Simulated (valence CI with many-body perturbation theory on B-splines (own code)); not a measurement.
**Pm XLVII: calculated level list**

Computed by relativistic CI+MBPT: five valence electrons over a frozen Dirac-Fock core [Ne], a basis of 11 s, 11 p, 10 d, 8 f, 5 g, 2 h functions for each j, with the one-electron correlation potential Σ1 (screened to all orders), the two-electron term Σ2, the three-electron term Σ3, Breit, model QED; selected single and double excitations, second order for the rest, scaled by the run's own slope (own B-spline code, finite nucleus).

No measured spectrum was set against this ion. As an estimate, large intervals hold to a few tenths of a per cent, small ones and those within an open d or f shell to about a per cent. Among the levels kept, up to 3200 cm⁻¹ of a level comes from second order outside the variational space, and about a tenth of that is noise between levels of different J, which matters for small intervals.

Levels 46 to 90 of 168, with energies above the lowest level, (3s^2 3p1/2^2 3p3/2) J=3/2. "Leading %" is the weight of the configuration and term that name the level; weights of strongly mixed levels are sums over their largest components and can fall short, so below about 35 % the name and the second component can differ from the true leading terms, or belong to a minority configuration. In the jj column 3d3/2^4 stands for four electrons in 3d with j = 3/2.

```csv
No.,Configuration,Term,J,E (eV),Leading %,Second component,g,Leading jj
46,3s 3p3 3d,2F°,7/2,488.47,31,26 % 3s 3p3 3d 4D°,1.240,3s 3p1/2^2 3p3/2 3d5/2 (78 %)
47,3s2 3p2 3d,2P,1/2,491.75,46,32 % 3s2 3p2 3d 2S,1.384,3s^2 3p3/2^2 3d5/2 (88 %)
48,3s2 3p2 3d,2D,3/2,491.98,66,8 % 3s2 3p2 3d 2P,0.866,3s^2 3p3/2^2 3d3/2 (86 %)
49,3s2 3p 3d2,4G°,5/2,497.15,47,29 % 3s2 3p 3d2 2F°,0.766,3s^2 3p1/2 3d3/2^2 (84 %)
50,3s 3p3 3d,2F°,7/2,501.48,24,16 % 3s 3p3 3d 4G°,1.164,3s 3p1/2^2 3p3/2 3d5/2 (87 %)
51,3s 3p3 3d,4D°,1/2,506.97,43,36 % 3s 3p3 3d 2P°,0.563,3s 3p1/2^2 3p3/2 3d5/2 (90 %)
52,3s2 3p2 3d,2D,5/2,511.16,77,14 % 3s2 3p2 3d 4D,1.201,3s^2 3p3/2^2 3d5/2 (98 %)
53,3s 3p3 3d,2F°,5/2,511.52,24,14 % 3s 3p3 3d 2D°,1.073,3s 3p1/2^2 3p3/2 3d5/2 (78 %)
54,3s 3p3 3d,4D°,3/2,513.08,25,16 % 3s 3p3 3d 2P°,1.374,3s 3p1/2^2 3p3/2 3d5/2 (82 %)
55,3s2 3p2 3d,2P,3/2,522.57,40,29 % 3s2 3p2 3d 2D,1.161,3s^2 3p3/2^2 3d5/2 (90 %)
56,3s2 3p2 3d,2D,5/2,527.13,52,19 % 3s2 3p2 3d 2F,1.154,3s^2 3p3/2^2 3d5/2 (89 %)
57,3s2 3p 3d2,4D°,1/2,528.21,41,30 % 3s2 3p 3d2 2P°,0.640,3s^2 3p1/2 3d3/2^2 (82 %)
58,3s2 3p 3d2,4G°,7/2,530.54,54,13 % 3s2 3p 3d2 4F°,1.043,3s^2 3p1/2 3d3/2 3d5/2 (87 %)
59,3s2 3p 3d2,4F°,3/2,530.69,36,29 % 3s2 3p 3d2 2D°,0.763,3s^2 3p1/2 3d3/2^2 (64 %)
60,3s2 3p 3d2,4F°,5/2,532.66,16,15 % 3s2 3p 3d2 4G°,1.107,3s^2 3p1/2 3d3/2 3d5/2 (83 %)
61,3s2 3p 3d2,4P°,1/2,536.10,33,21 % 3s2 3p 3d2 4D°,1.919,3s^2 3p1/2 3d3/2 3d5/2 (73 %)
62,3s2 3p 3d2,4D°,3/2,537.20,30,12 % 3s2 3p 3d2 2D°,1.238,3s^2 3p1/2 3d3/2 3d5/2 (55 %)
63,3s2 3p 3d2,2H°,9/2,541.59,36,32 % 3s2 3p 3d2 2G°,1.067,3s^2 3p1/2 3d3/2 3d5/2 (86 %)
64,3p5,2P°,3/2,557.63,30,12 % 3s 3p3 3d 2P°,1.171,3s 3p1/2 3p3/2^2 3d3/2 (48 %)
65,3s2 3p 3d2,4D°,7/2,560.89,29,16 % 3s2 3p 3d2 2F°,1.285,3s^2 3p1/2 3d3/2 3d5/2 (45 %)
66,3s2 3p 3d2,4D°,5/2,563.59,23,15 % 3s2 3p 3d2 4F°,1.193,3s^2 3p1/2 3d3/2 3d5/2 (74 %)
67,3s 3p3 3d,4F°,5/2,566.76,35,17 % 3s 3p3 3d 6D°,1.190,3s 3p1/2 3p3/2^2 3d3/2 (76 %)
68,3s2 3p 3d2,4D°,3/2,569.92,19,17 % 3s2 3p 3d2 4S°,1.407,3s^2 3p1/2 3d3/2 3d5/2 (72 %)
69,3s 3p3 3d,6D°,1/2,570.98,24,22 % 3s 3p3 3d 4D°,1.722,3s 3p1/2 3p3/2^2 3d3/2 (70 %)
70,3p5,2P°,3/2,573.54,29,16 % 3s 3p3 3d 6D°,1.243,3s 3p1/2 3p3/2^2 3d3/2 (38 %)
71,3s2 3p 3d2,2G°,7/2,574.23,28,28 % 3s2 3p 3d2 2F°,1.165,3s^2 3p1/2 3d5/2^2 (35 %)
72,3s2 3p 3d2,2H°,9/2,576.12,28,19 % 3s2 3p 3d2 4G°,1.131,3s^2 3p1/2 3d5/2^2 (66 %)
73,3s 3p3 3d,4F°,7/2,576.13,29,20 % 3s 3p3 3d 4G°,1.201,3s 3p1/2 3p3/2^2 3d3/2 (76 %)
74,3s 3p4,2S,1/2,583.17,33,30 % 3s 3p4 2P,1.742,3s 3p3/2^4 (89 %)
75,3s2 3p 3d2,2P°,3/2,584.71,20,20 % 3s2 3p 3d2 2D°,1.260,3s^2 3p1/2 3d5/2^2 (73 %)
76,3s2 3p 3d2,2F°,5/2,584.98,34,20 % 3s2 3p 3d2 4D°,1.108,3s^2 3p1/2 3d5/2^2 (82 %)
77,3s 3p3 3d,2G°,9/2,587.78,40,38 % 3s 3p3 3d 4G°,1.148,3s 3p1/2 3p3/2^2 3d3/2 (84 %)
78,3s 3p3 3d,4D°,1/2,592.41,30,26 % 3s2 3p 3d2 2P°,0.686,3s 3p1/2 3p3/2^2 3d5/2 (43 %)
79,3s 3p3 3d,4F°,3/2,592.48,36,23 % 3s 3p3 3d 2D°,0.846,3s 3p1/2 3p3/2^2 3d3/2 (78 %)
80,3s 3p3 3d,6D°,9/2,594.31,35,30 % 3s 3p3 3d 4F°,1.347,3s 3p1/2 3p3/2^2 3d5/2 (92 %)
81,3s 3p3 3d,4P°,5/2,596.96,32,15 % 3s 3p3 3d 4D°,1.349,3s 3p1/2 3p3/2^2 3d3/2 (73 %)
82,3s 3p3 3d,4D°,7/2,597.94,29,16 % 3s 3p3 3d 4G°,1.172,3s 3p1/2 3p3/2^2 3d3/2 (73 %)
83,3s 3p3 3d,4D°,1/2,601.86,23,20 % 3s 3p3 3d 2P°,0.658,3s 3p1/2 3p3/2^2 3d3/2 (58 %)
84,3s 3p3 3d,4P°,3/2,604.52,26,18 % 3s 3p3 3d 4S°,1.359,3s 3p1/2 3p3/2^2 3d3/2 (82 %)
85,3s 3p3 3d,4D°,7/2,605.63,20,13 % 3s 3p3 3d 6D°,1.285,3s 3p1/2 3p3/2^2 3d5/2 (58 %)
86,3s 3p3 3d,4F°,5/2,607.43,23,17 % 3s 3p3 3d 4G°,1.034,3s 3p1/2 3p3/2^2 3d3/2 (86 %)
87,3s 3p3 3d,4F°,3/2,608.19,29,18 % 3s 3p3 3d 4D°,0.989,3s 3p1/2 3p3/2^2 3d3/2 (89 %)
88,3s 3p3 3d,4G°,11/2,610.94,96,,1.264,3s 3p1/2 3p3/2^2 3d5/2 (96 %)
89,3s 3p3 3d,2G°,7/2,612.24,45,15 % 3s 3p3 3d 4D°,1.086,3s 3p1/2 3p3/2^2 3d3/2 (81 %)
90,3s 3p3 3d,2D°,5/2,614.17,26,16 % 3s 3p3 3d 2F°,1.083,3s 3p1/2 3p3/2^2 3d3/2 (87 %)
```
